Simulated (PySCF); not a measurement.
Si(H)(F)2(NHSiH3) (F₂H₅NSi₂), SMILES F[SiH](F)N[SiH3]. Geometry optimised at PBE-D3(BJ)/def2-SVP. Other conformers were not sampled.

Computed equilibrium geometry at PBE-D3(BJ)/def2-SVP (PySCF confirms it by a frequency run) as Cartesian coordinates in Å, and its point group (one conformer of several):
point group Cs.
```xyz
10

Si     0.8643     0.2881     0.0000
F      1.7792    -0.1256    -1.2839
F      1.7792    -0.1256     1.2839
N     -0.6240    -0.5709     0.0000
Si    -2.2602     0.0852     0.0000
H      0.6162     1.7519     0.0000
H     -0.5501    -1.5952     0.0000
H     -3.0286    -0.3529     1.2176
H     -3.0286    -0.3529    -1.2176
H     -2.1239     1.5798     0.0000
```
